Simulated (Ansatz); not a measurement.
A structure relaxed at r2SCAN-D4/def2-SVP in Ansatz, charge 0, singlet:

```xyz
5

Ga   -2.0203    0.6167   -0.3710
Ga    1.7899    0.1051    1.1744
Se    0.5530    1.4322   -0.8916
Se   -0.6267   -1.2069    1.1413
Se    0.3040   -0.9471   -1.0531
```

Question: Give its formula and point group.

Answer: Ga2Se3. Point group C2v (tolerance 0.1 Å).

Question: Summarise the bond lengths by kind (pairs closer than 1.2 times the sum of covalent radii, bridged metal pairs left out).

Answer: 6 × Ga–Se 2.75 to 2.88 Å; 2 × Se–Se 2.40 Å.

Another isomer (singlet) lies 0.54 eV lower at PBE0-D4/def2-TZVP; other spin states weren't run for this one.
